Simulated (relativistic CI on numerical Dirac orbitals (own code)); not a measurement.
**Level scheme of Hg35+**

These numbers are calculated, not measured: Dirac-Coulomb-Breit CI, separate exchange-only KLI orbitals for each configuration, a model potential for QED, unscaled Slater integrals (own radial code, finite nucleus).

Configurations in the expansion (outside the closed core [Ar] 3d10): 4s2 4p6 4d9, 4s2 4p6 4d8 4f, 4s2 4p5 4d10, 4s 4p6 4d10, 4s2 4p5 4d9 4f, 4s 4p6 4d9 4f, 4s2 4p6 4d8 5s, 4s2 4p6 4d7 4f 5s, 4s2 4p6 4d8 5p, 4s2 4p6 4d8 5d, 4s2 4p5 4d9 5s, 4s2 4p6 4d8 5f, 4s2 4p6 4d7 5s 5p, 4s2 4p5 4d9 5p, 4p6 4d10 4f, 4s2 4p6 4d8 5g, 4s2 4p6 4d8 6s, 4s2 4p5 4d9 5d, 4s 4p6 4d9 5s, 4s2 4p6 4d8 6p, 4s2 4p6 4d8 6d, 4p6 4d9 4f2, 4p6 4d8 4f3, 4p5 4d10 4f2, 4p5 4d9 4f3, 4p6 4d8 4f2 5s, 4s2 4p6 4d7 5s2, 4s2 4p6 4d6 4f 5s2, 4s2 4p5 4d7 4f 5s2, 4s 4p6 4d7 4f 5s2. Double excitations out of closed p, d and f shells are left out; levels of such configurations are missing from the list, as are those of other unlisted configurations, and high levels can miss mixing partners. These lack a partner that the ground configuration has and come out too high: 4s2 4p6 4d8 5p, 4s2 4p6 4d8 5d, 4s2 4p5 4d9 5s, 4s2 4p6 4d8 5f, 4s2 4p5 4d9 5p.

The lowest level is 4s2 4p6 4d9 2D_5/2, with 100 % of that term; Hund's rules for 4s2 4p6 4d9 give 2D with J = 5/2, in agreement.

```csv
No.,Configuration,Term,J,E (cm⁻¹),%,Next component (%),Lifetime (s)
1,4s2 4p6 4d9,2D,5/2,0,100,,
2,4s2 4p6 4d9,2D,3/2,207135,100,,6.99e-06
3,4s2 4p5 4d10,2P°,3/2,1729340,68,23 4s2 4p6 4d8 4f 2P°,2.12e-11
4,4s2 4p6 4d8 4f,4F°,5/2,1778569,30,26 4D°,2.59e-09
5,4s2 4p6 4d8 4f,4F°,7/2,1789665,49,18 4D°,8.24e-09
6,4s2 4p6 4d8 4f,4D°,3/2,1801883,27,24 4P°,6.66e-11
7,4s2 4p6 4d8 4f,2F°,5/2,1818116,37,22 4D°,3.92e-10
8,4s2 4p6 4d8 4f,2I°,13/2,1818388,40,37 4I°,
9,4s2 4p6 4d8 4f,4F°,9/2,1818513,37,35 4G°,6.61e-05
10,4s2 4p6 4d8 4f,4H°,11/2,1834253,43,22 4G°,1.22e-02
11,4s2 4p6 4d8 4f,4D°,7/2,1847251,31,25 2G°,1.97e-09
12,4s2 4p6 4d8 4f,2P°,1/2,1851589,47,27 2S°,7.81e-10
13,4s2 4p6 4d8 4f,4I°,15/2,1851589,86,14 2K°,2.01e-03
14,4s2 4p6 4d8 4f,2D°,3/2,1854718,47,19 4F°,1.67e-10
15,4s2 4p6 4d8 4f,2G°,9/2,1860011,47,23 4F°,1.48e-05
16,4s2 4p6 4d8 4f,4H°,13/2,1869639,70,26 2I°,1.13e-03
17,4s2 4p6 4d8 4f,2H°,9/2,1876455,29,25 2G°,4.09e-04
18,4s2 4p6 4d8 4f,2P°,1/2,1884033,51,44 4D°,1.73e-09
19,4s2 4p6 4d8 4f,2F°,7/2,1888964,40,31 2G°,9.71e-10
20,4s2 4p6 4d8 4f,2H°,11/2,1893496,44,43 4G°,2.40e-04
21,4s2 4p6 4d8 4f,2F°,5/2,1917591,30,27 2D°,1.52e-09
22,4s2 4p6 4d8 4f,2G°,9/2,1924697,41,34 4F°,1.57e-04
23,4s2 4p6 4d8 4f,2P°,3/2,1930608,24,20 2D°,1.16e-11
24,4s2 4p6 4d8 4f,4G°,11/2,1943744,46,42 2H°,1.66e-04
25,4s2 4p6 4d8 4f,4G°,7/2,1951321,41,22 2G°,1.02e-11
26,4s2 4p6 4d8 4f,2P°,3/2,1955078,34,28 2D°,3.92e-10
27,4s2 4p6 4d8 4f,2F°,5/2,1958248,33,24 4G°,4.63e-11
28,4s2 4p6 4d8 4f,4F°,5/2,1963217,26,20 2D°,1.13e-11
29,4s2 4p6 4d8 4f,4F°,3/2,1969526,76,15 2D°,7.77e-09
30,4s2 4p6 4d8 4f,4D°,1/2,1992422,48,26 4P°,1.14e-08
```

Energies count from the lowest computed level; ° marks odd parity; lifetimes are radiative, by E1, M1, E2, M2, E3 decay to levels of this space only; some are left blank where a channel outside the calculation adds to the decay or the decay crosses a small, uncertain gap.

The mean weight of the leading LS term, summed over parents, in these 30 levels is 47 %, and that of the leading jj configuration (from the same eigenvectors) 82 %, so jj coupling describes them better and the LS labels are nominal.

At this charge energies of transitions that change n are usually good to better than 1 %, and those within a shell (Δn = 0) to a few per cent.

LS names give the leading component of a level, which can be under half, so a name can repeat, a term be missing and a line seem to break the LS rules.
